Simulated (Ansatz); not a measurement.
Compare A (`[SiH3]C1(Cl)CC1`) with its isomer B (`C=C([SiH3])CCl`).

Program: Ansatz. Geometries: PBE0-D4/def2-TZVP. ΔE: electronic, gas phase. CBS: MP2 limit from def2 TZ/QZ plus the TZ coupled-cluster correction, frozen cores. DFT in def2-TZVPP. B3LYP here is the variant with VWN-RPA as its local correlation; programs differ in this. Each species was taken in one conformer, which may not be the lowest.

(1) Which is lower in electronic energy at CCSD(T)/CBS, and by how much? (An estimate is asked.)

(2) Give E(B) − E(A) in kJ/mol with CCSD/def2-TZVPP, PBE0-D4, B2PLYP, HF/def2-TZVPP, MP2/def2-TZVPP, r2SCAN-D4, B3LYP-D4. (Best estimate.)

Largest T1 diagnostic: 0.011.

Results:

(1) The calculation gave: B, by 26.6 kJ/mol.

(2) Computed: CCSD/def2-TZVPP -25.6, PBE0-D4 -10.9, B2PLYP -28.9, HF/def2-TZVPP -39.0, MP2/def2-TZVPP -14.5, r2SCAN-D4 -16.9, B3LYP-D4 -33.4. None reverses the order clearly.

In def2-TZVPP, CCSD(T) changes the Hartree–Fock value by +12.6 kJ/mol (the triples alone add −0.8 kJ/mol) and MP2 by +24.5 kJ/mol. From PBE to PBE0 (25 % exact exchange), in def2-TZVPP and without D4, E(B) − E(A) moves by +6.1 kJ/mol.
